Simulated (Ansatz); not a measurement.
`CC(C)O[SiH3]` → silanol + propene  (alkene loss)

Calculated with Ansatz (gas phase, PBE0-D4/def2-TZVP geometries, no zero-point term in ΔE). CCSD(T)/CBS adds triple-zeta CCSD(T) − MP2 to the extrapolated MP2 energy (def2 sets, frozen cores). DFT in def2-TZVPP. B3LYP here is the variant with VWN-RPA as its local correlation; programs differ in this. HSE06 is defined as in plane-wave codes. Each species was taken in one conformer, which may not be the lowest.

Q: Is it downhill or uphill in electronic energy at CCSD(T)/CBS, and by how much? (Best estimate.)

A: Computed: Uphill: ΔE = +0.71 eV.

Q: What do these levels give: LDA (SPW92), r2SCAN-D4, B3LYP-D4, BHLYP-D4, PBE-QIDH, r2SCANh, HSE06, BHLYP, CCSD(T)/def2-TZVPP, HF/def2-QZVPP, MP2/def2-QZVPP, SCS-MP2/def2-QZVPP? (Best estimate.)

A: The calculation gave: LDA (SPW92) 1.14, r2SCAN-D4 0.81, B3LYP-D4 0.69, BHLYP-D4 0.80, PBE-QIDH 0.86, r2SCANh 0.79, HSE06 0.76, BHLYP 0.66, CCSD(T)/def2-TZVPP 0.72, HF/def2-QZVPP 0.51, MP2/def2-QZVPP 0.76, SCS-MP2/def2-QZVPP 0.69 eV.

Largest T1 diagnostic among the species: 0.011.

From r2SCAN to r2SCAN0 (25 % exact exchange), in def2-TZVPP and without D4, ΔE moves by +0.06 eV. The D4 term adds +0.19 eV with B3LYP and +0.10 eV with PBE0; it sums over pairs of atoms, weighted by their polarisabilities, and B3LYP, whose exchange is more repulsive, gets the larger term. At CCSD(T), def2-SVP lies +0.19 eV from the extrapolated value and def2-TZVPP +0.01 eV.
